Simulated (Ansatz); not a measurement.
Ansatz (a program for electronic structure) input (HF/6-31G*):

Ansatz 0.2 input:
```yaml
crystal:
  periodic: [false, false, false]
  atoms:
    - {symbol: C, position_ang: [-1.86396904, -0.19289185, -0.29870666]}
    - {symbol: C, position_ang: [-0.55847018, -0.04106184, 0.48047128]}
    - {symbol: C, position_ang: [0.65508075, 0.05216619, -0.42728939]}
    - {symbol: O, position_ang: [1.79683419, 0.18859464, 0.37823091]}
    - {symbol: H, position_ang: [-1.85965585, -1.09250391, -0.90798019]}
    - {symbol: H, position_ang: [-2.03210332, 0.65326369, -0.95922643]}
    - {symbol: H, position_ang: [-2.71204261, -0.25689559, 0.37475681]}
    - {symbol: H, position_ang: [-0.59214738, 0.84982715, 1.10023691]}
    - {symbol: H, position_ang: [-0.42089833, -0.88380833, 1.15112702]}
    - {symbol: H, position_ang: [0.55327875, 0.90510605, -1.09724462]}
    - {symbol: H, position_ang: [0.72582572, -0.84166879, -1.04596881]}
    - {symbol: H, position_ang: [2.56722032, 0.24864754, -0.16839926]}
basis:
  gaussian:
    orbitals: 6-31G*
hamiltonian:
  xc: {name: HF}
phonons: {temperatures: {t_min: 298.15, t_max: 298.15, t_step: 100}}
```

Output:

```
Functional definition: HF
integrals: 0.02 GiB planned
907 factors; integrals over basis functions are off by at most 3.7e-4 eV
mean field: 0.17 GiB planned
mean field evaluation 1: about -5252.1941 eV, gradient 3.3e1 eV
mean field evaluation 2: about -5252.2613 eV, gradient 3.3e1 eV
mean field evaluation 4: about -5254.7728 eV, gradient 3.5e0 eV
mean field evaluation 8: about -5254.8045 eV, gradient 6.9e-5 eV
mean field -5254.80451086 eV, -193.1105039398 hartree, gradient 8.4e-6 eV, S^2 0.000000; 0 other end points of the search recorded, 0 dependent functions left out
the calculation of the forces begins
reference -5254.80451086 eV, -193.1105039398 hartree; 17, 17 occupied and 59, 59 virtual orbitals, 907 factors
these checks for a lower state are left out or cut short: stability, starts, cluster_reference, orbital_swaps, neighbouring_geometries, increment
integrals: 0.02 GiB planned
907 factors; integrals over basis functions are off by at most 3.7e-4 eV
mean field: 0.17 GiB planned
mean field evaluation 16: about -5254.8043 eV, gradient 2.5e-4 eV
mean field -5254.80433470 eV, -193.1104974659 hartree, gradient 2.8e-6 eV, S^2 0.000000; 0 other end points of the search recorded, 0 dependent functions left out
the calculation of the forces begins
reference -5254.80433470 eV, -193.1104974659 hartree; 17, 17 occupied and 59, 59 virtual orbitals, 907 factors
these checks for a lower state are left out or cut short: stability, starts, cluster_reference, orbital_swaps, neighbouring_geometries, increment
integrals: 0.02 GiB planned
907 factors; integrals over basis functions are off by at most 3.7e-4 eV
mean field: 0.17 GiB planned
mean field -5254.80433479 eV, -193.1104974692 hartree, gradient 2.8e-6 eV, S^2 0.000000; 0 other end points of the search recorded, 0 dependent functions left out
the calculation of the forces begins
reference -5254.80433479 eV, -193.1104974692 hartree; 17, 17 occupied and 59, 59 virtual orbitals, 907 factors
these checks for a lower state are left out or cut short: stability, starts, cluster_reference, orbital_swaps, neighbouring_geometries, increment
integrals: 0.02 GiB planned
907 factors; integrals over basis functions are off by at most 3.7e-4 eV
mean field: 0.17 GiB planned
mean field evaluation 32: about -5254.8043 eV, gradient 2.7e-6 eV
mean field -5254.80431928 eV, -193.1104968991 hartree, gradient 2.7e-6 eV, S^2 0.000000; 0 other end points of the search recorded, 0 dependent functions left out
the calculation of the forces begins
reference -5254.80431928 eV, -193.1104968991 hartree; 17, 17 occupied and 59, 59 virtual orbitals, 907 factors
these checks for a lower state are left out or cut short: stability, starts, cluster_reference, orbital_swaps, neighbouring_geometries, increment
integrals: 0.02 GiB planned
907 factors; integrals over basis functions are off by at most 3.7e-4 eV
mean field: 0.17 GiB planned
mean field -5254.80431897 eV, -193.1104968877 hartree, gradient 2.8e-6 eV, S^2 0.000000; 0 other end points of the search recorded, 0 dependent functions left out
the calculation of the forces begins
reference -5254.80431897 eV, -193.1104968877 hartree; 17, 17 occupied and 59, 59 virtual orbitals, 907 factors
these checks for a lower state are left out or cut short: stability, starts, cluster_reference, orbital_swaps, neighbouring_geometries, increment
integrals: 0.02 GiB planned
907 factors; integrals over basis functions are off by at most 3.7e-4 eV
mean field: 0.17 GiB planned
mean field -5254.80433930 eV, -193.1104976349 hartree, gradient 2.0e-6 eV, S^2 0.000000; 0 other end points of the search recorded, 0 dependent functions left out
the calculation of the forces begins
reference -5254.80433930 eV, -193.1104976349 hartree; 17, 17 occupied and 59, 59 virtual orbitals, 907 factors
these checks for a lower state are left out or cut short: stability, starts, cluster_reference, orbital_swaps, neighbouring_geometries, increment
integrals: 0.02 GiB planned
907 factors; integrals over basis functions are off by at most 3.7e-4 eV
mean field: 0.17 GiB planned
mean field -5254.80434592 eV, -193.1104978783 hartree, gradient 2.1e-6 eV, S^2 0.000000; 0 other end points of the search recorded, 0 dependent functions left out
the calculation of the forces begins
reference -5254.80434592 eV, -193.1104978783 hartree; 17, 17 occupied and 59, 59 virtual orbitals, 907 factors
these checks for a lower state are left out or cut short: stability, starts, cluster_reference, orbital_swaps, neighbouring_geometries, increment
integrals: 0.02 GiB planned
907 factors; integrals over basis functions are off by at most 3.7e-4 eV
mean field: 0.17 GiB planned
mean field -5254.80431007 eV, -193.1104965608 hartree, gradient 1.3e-6 eV, S^2 0.000000; 0 other end points of the search recorded, 0 dependent functions left out
[...]
integrals: 0.02 GiB planned
907 factors; integrals over basis functions are off by at most 3.7e-4 eV
mean field: 0.17 GiB planned
mean field -5254.80446243 eV, -193.1105021599 hartree, gradient 1.5e-6 eV, S^2 0.000000; 0 other end points of the search recorded, 0 dependent functions left out
the calculation of the forces begins
reference -5254.80446243 eV, -193.1105021599 hartree; 17, 17 occupied and 59, 59 virtual orbitals, 907 factors
these checks for a lower state are left out or cut short: stability, starts, cluster_reference, orbital_swaps, neighbouring_geometries, increment
integrals: 0.02 GiB planned
907 factors; integrals over basis functions are off by at most 3.7e-4 eV
mean field: 0.17 GiB planned
mean field -5254.80446205 eV, -193.1105021460 hartree, gradient 1.5e-6 eV, S^2 0.000000; 0 other end points of the search recorded, 0 dependent functions left out
the calculation of the forces begins
reference -5254.80446205 eV, -193.1105021460 hartree; 17, 17 occupied and 59, 59 virtual orbitals, 907 factors
these checks for a lower state are left out or cut short: stability, starts, cluster_reference, orbital_swaps, neighbouring_geometries, increment
integrals: 0.02 GiB planned
907 factors; integrals over basis functions are off by at most 3.7e-4 eV
mean field: 0.17 GiB planned
mean field -5254.80448942 eV, -193.1105031516 hartree, gradient 1.2e-6 eV, S^2 0.000000; 0 other end points of the search recorded, 0 dependent functions left out
the calculation of the forces begins
reference -5254.80448942 eV, -193.1105031516 hartree; 17, 17 occupied and 59, 59 virtual orbitals, 907 factors
these checks for a lower state are left out or cut short: stability, starts, cluster_reference, orbital_swaps, neighbouring_geometries, increment
integrals: 0.02 GiB planned
907 factors; integrals over basis functions are off by at most 3.7e-4 eV
mean field: 0.17 GiB planned
mean field evaluation 224: about -5254.8045 eV, gradient 5.7e-5 eV
mean field -5254.80448719 eV, -193.1105030699 hartree, gradient 1.4e-6 eV, S^2 0.000000; 0 other end points of the search recorded, 0 dependent functions left out
the calculation of the forces begins
reference -5254.80448719 eV, -193.1105030699 hartree; 17, 17 occupied and 59, 59 virtual orbitals, 907 factors
these checks for a lower state are left out or cut short: stability, starts, cluster_reference, orbital_swaps, neighbouring_geometries, increment
integrals: 0.02 GiB planned
907 factors; integrals over basis functions are off by at most 3.7e-4 eV
mean field: 0.17 GiB planned
mean field -5254.80443478 eV, -193.1105011437 hartree, gradient 3.0e-6 eV, S^2 0.000000; 0 other end points of the search recorded, 0 dependent functions left out
the calculation of the forces begins
reference -5254.80443478 eV, -193.1105011437 hartree; 17, 17 occupied and 59, 59 virtual orbitals, 907 factors
these checks for a lower state are left out or cut short: stability, starts, cluster_reference, orbital_swaps, neighbouring_geometries, increment
integrals: 0.02 GiB planned
907 factors; integrals over basis functions are off by at most 3.7e-4 eV
mean field: 0.17 GiB planned
mean field -5254.80443502 eV, -193.1105011527 hartree, gradient 2.9e-6 eV, S^2 0.000000; 0 other end points of the search recorded, 0 dependent functions left out
the calculation of the forces begins
reference -5254.80443502 eV, -193.1105011527 hartree; 17, 17 occupied and 59, 59 virtual orbitals, 907 factors
these checks for a lower state are left out or cut short: stability, starts, cluster_reference, orbital_swaps, neighbouring_geometries, increment
integrals: 0.02 GiB planned
907 factors; integrals over basis functions are off by at most 3.7e-4 eV
mean field: 0.17 GiB planned
mean field -5254.80445838 eV, -193.1105020110 hartree, gradient 2.6e-6 eV, S^2 0.000000; 0 other end points of the search recorded, 0 dependent functions left out
the calculation of the forces begins
reference -5254.80445838 eV, -193.1105020110 hartree; 17, 17 occupied and 59, 59 virtual orbitals, 907 factors
these checks for a lower state are left out or cut short: stability, starts, cluster_reference, orbital_swaps, neighbouring_geometries, increment
integrals: 0.02 GiB planned
907 factors; integrals over basis functions are off by at most 3.7e-4 eV
mean field: 0.17 GiB planned
mean field -5254.80445871 eV, -193.1105020231 hartree, gradient 2.7e-6 eV, S^2 0.000000; 0 other end points of the search recorded, 0 dependent functions left out
the calculation of the forces begins
reference -5254.80445871 eV, -193.1105020231 hartree; 17, 17 occupied and 59, 59 virtual orbitals, 907 factors
these checks for a lower state are left out or cut short: stability, starts, cluster_reference, orbital_swaps, neighbouring_geometries, increment
integrals: 0.02 GiB planned
907 factors; integrals over basis functions are off by at most 3.7e-4 eV
mean field: 0.17 GiB planned
mean field evaluation 256: about -5254.8044 eV, gradient 9.2e-7 eV
mean field -5254.80437967 eV, -193.1104991185 hartree, gradient 9.2e-7 eV, S^2 0.000000; 0 other end points of the search recorded, 0 dependent functions left out
the calculation of the forces begins
reference -5254.80437967 eV, -193.1104991185 hartree; 17, 17 occupied and 59, 59 virtual orbitals, 907 factors
these checks for a lower state are left out or cut short: stability, starts, cluster_reference, orbital_swaps, neighbouring_geometries, increment
integrals: 0.02 GiB planned
907 factors; integrals over basis functions are off by at most 3.7e-4 eV
mean field: 0.17 GiB planned
mean field -5254.80437819 eV, -193.1104990640 hartree, gradient 1.1e-6 eV, S^2 0.000000; 0 other end points of the search recorded, 0 dependent functions left out
the calculation of the forces begins
reference -5254.80437819 eV, -193.1104990640 hartree; 17, 17 occupied and 59, 59 virtual orbitals, 907 factors
these checks for a lower state are left out or cut short: stability, starts, cluster_reference, orbital_swaps, neighbouring_geometries, increment
integrals: 0.02 GiB planned
907 factors; integrals over basis functions are off by at most 3.7e-4 eV
mean field: 0.17 GiB planned
mean field -5254.80447471 eV, -193.1105026112 hartree, gradient 2.5e-6 eV, S^2 0.000000; 0 other end points of the search recorded, 0 dependent functions left out
the calculation of the forces begins
reference -5254.80447471 eV, -193.1105026112 hartree; 17, 17 occupied and 59, 59 virtual orbitals, 907 factors
these checks for a lower state are left out or cut short: stability, starts, cluster_reference, orbital_swaps, neighbouring_geometries, increment
integrals: 0.02 GiB planned
907 factors; integrals over basis functions are off by at most 3.7e-4 eV
mean field: 0.17 GiB planned
mean field -5254.80447427 eV, -193.1105025950 hartree, gradient 2.9e-6 eV, S^2 0.000000; 0 other end points of the search recorded, 0 dependent functions left out
the calculation of the forces begins
reference -5254.80447427 eV, -193.1105025950 hartree; 17, 17 occupied and 59, 59 virtual orbitals, 907 factors
Total energy: -5254.80451086 eV, -193.1105039398 hartree
Atom 0 at    -1.863969    -0.192892    -0.298707 Å, force     0.000005    -0.000012    -0.000440 eV/Å
Atom 1 at    -0.558470    -0.041062     0.480471 Å, force    -0.001349    -0.000098     0.001204 eV/Å
Atom 2 at     0.655081     0.052166    -0.427289 Å, force     0.000122     0.000012    -0.000020 eV/Å
Atom 3 at     1.796834     0.188595     0.378231 Å, force    -0.000009    -0.000014    -0.000434 eV/Å
Atom 4 at    -1.859656    -1.092504    -0.907980 Å, force    -0.000086    -0.000197    -0.000181 eV/Å
Atom 5 at    -2.032103     0.653264    -0.959226 Å, force    -0.000122     0.000165    -0.000191 eV/Å
Atom 6 at    -2.712043    -0.256896     0.374757 Å, force     0.000191     0.000025     0.000199 eV/Å
Atom 7 at    -0.592147     0.849827     1.100237 Å, force     0.000141     0.000099     0.000061 eV/Å
Atom 8 at    -0.420898    -0.883808     1.151127 Å, force     0.000157    -0.000066     0.000066 eV/Å
Atom 9 at     0.553279     0.905106    -1.097245 Å, force     0.000441    -0.000135    -0.000040 eV/Å
Atom 10 at     0.725826    -0.841669    -1.045969 Å, force     0.000406     0.000216    -0.000050 eV/Å
Atom 11 at     2.567220     0.248648    -0.168399 Å, force     0.000102     0.000005    -0.000175 eV/Å
Dipole moment:     0.002362    -0.009839    -0.343116 e Å
Vibrations: 139.11 247.51 296.35 303.36 488.96 822.41 953.85 977.73 1109.63 1177.58 1200.26 1301.84 1373.59 1389.97 1444.10 1485.73 1566.61 1614.94 1638.39 1645.04 1655.78 1682.45 3166.46 3190.37 3198.27 3216.57 3240.87 3267.26 3268.36 4115.23 cm⁻¹, zero-point energy 3.172667 eV
```

The blocks after the first are displaced geometries, from whose forces the wavenumbers follow.
